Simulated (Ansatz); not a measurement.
Compare A (`CBC=O`) with its isomer B (`OB1CC1`).

Computed with Ansatz on PBE0-D4/def2-TZVP structures; ΔE is electronic, products minus reactants. CCSD(T)/CBS adds triple-zeta CCSD(T) − MP2 to the extrapolated MP2 energy (def2 sets, frozen cores). Functionals use def2-TZVPP. One conformer a species, not always the lowest.

(1) Which isomer does CCSD(T)/CBS put lower? Give the gap. (An estimate is asked.)

(2) Give E(B) − E(A) in kcal/mol with CCSD(T)/def2-TZVPP, CCSD(T)/def2-SVP, PBE-D4, HF/def2-TZVPP, MP2/def2-TZVPP, CCSD/def2-TZVPP, B2PLYP. (Estimate.)

(3) Does the order hold for the free energy at 298.15 K (harmonic terms from PBE0-D4)? (An estimate is asked.)

Largest T1 diagnostic: 0.016.

## Answers

(1) Ansatz gave: B, by 25.6 kcal/mol.

(2) The calculation gave: CCSD(T)/def2-TZVPP -24.6, CCSD(T)/def2-SVP -23.5, PBE-D4 -25.8, HF/def2-TZVPP -19.3, MP2/def2-TZVPP -27.8, CCSD/def2-TZVPP -24.8, B2PLYP -23.9. None reverses the order clearly.

(3) Ansatz gave: Yes: G(B) − G(A) = -21.1 kcal/mol, for one conformer each.

In def2-TZVPP, CCSD(T) changes the Hartree–Fock value by −5.3 kcal/mol (the triples alone add +0.1 kcal/mol) and MP2 by −8.5 kcal/mol. From BLYP to BHLYP (50 % exact exchange), in def2-TZVPP and without D4, E(B) − E(A) moves by −4.5 kcal/mol.
